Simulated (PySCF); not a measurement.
# Zn²⁺ (zinc, charge +2): UHF calculation

Configuration: [Ar] 3d10, closed-shell 1S. All numbers are calculated (PySCF 2.14, the non-relativistic Hamiltonian (point nucleus), in def2-TZVP (6s5p4d1f, 48 functions)).

* Total energy: -1776.916790 hartree
* One-electron energy: -2461.8000 hartree
* Hartree (Coulomb) energy: 754.2158 hartree
* Exchange energy: -69.3326 hartree
* Kinetic energy: 1776.85299 hartree
* ⟨S²⟩: 0.0000
* ⟨L²⟩: 0.000
* Sum of ⟨r⟩: 16.06 bohr
* Sum of ⟨r²⟩: 14.77 bohr²
* Density at the nucleus (Gaussians lack the cusp): 17900 bohr⁻³
* Langevin diamagnetic susceptibility: -11.7 ×10⁻⁶ cm³/mol
* Time after the integrals: 0.11 s of wall time on 1 thread of Neoverse-V2 (shared host)

| shell | electrons | mean orbital energy (eV) | rms radius, mean of both spins (bohr) |
| --- | --- | --- | --- |
| 1s | 2 | -9634.5 | 0.0591 |
| 2s | 2 | -1227.4 | 0.248 |
| 2p | 6 | -1079.5 | 0.221 |
| 3s | 2 | -173.69 | 0.743 |
| 3p | 6 | -124.98 | 0.781 |
| 3d | 10 | -41.768 | 0.979 |
